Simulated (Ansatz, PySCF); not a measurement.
Species: BiF₂, net charge 0, doublet state. It need not be the lowest isomer of its formula. 
Structure (B3LYP-D3(BJ)/def2-TZVP (Ansatz, a program for electronic structure) minimum search):
```xyz
3

Bi    -0.1218    -0.0876     0.1883
F     -0.3250     1.6223    -0.8748
F      1.4481    -0.8140    -0.8620
```
Charge 0, spin multiplicity 2.

Total electronic energies in hartree. Cores are frozen in the correlated levels unless marked. Open shells are spin-unrestricted. Spin-orbit coupling is left out. Frozen are the shells of the preceding noble gas and the d and f shells that filled before the atom's block. In def2 rows, elements after Kr have scalar-relativistic effective core potentials. CBS marks a two-point X^-3 extrapolation of the correlation energy; Hartree-Fock from the larger set. [CCSD(T)-MP2]/basis is that difference in the basis named.

```
level                                                                 program  energy (Eh)
-------------------------------------------------------------  --------------  -----------
HF/def2-TZVPP                                                          Ansatz   -412.56542
HF-D3(BJ)/def2-TZVPD                                            PySCF + dftd3   -412.58142
revPBE-D3(BJ)/def2-TZVPD                                       Ansatz + dftd3   -414.47841
M06-L-D4/def2-TZVPD                                             PySCF + dftd4   -414.55203
r2SCAN/def2-TZVPD                                                      Ansatz   -414.48140
PBE0-D4/def2-TZVP                                              Ansatz + dftd4   -414.26563
PBE0/def2-TZVPD                                                        Ansatz   -414.26802
r2SCAN0-D4/def2-TZVPD                                          Ansatz + dftd4   -414.38740
PW6B95-D4/def2-TZVPD                                            PySCF + dftd4   -414.76526
MN15/def2-TZVPD                                                         PySCF   -413.86831
HSE06/def2-TZVPD                                                       Ansatz   -414.25914
RPA@PBE/def2-QZVPP                                                     Ansatz   -413.54292
CCSD/def2-TZVPP                                                        Ansatz   -413.16792
CCSD(T)/def2-TZVPP                                                     Ansatz   -413.18778
RI-MP2/CBS(def2-TZVPPD,def2-QZVPPD)+[CCSD(T)-MP2]/def2-TZVPPD          Ansatz    -413.3034
```

Totals of different functionals don't rank their quality; only differences between species are comparable.
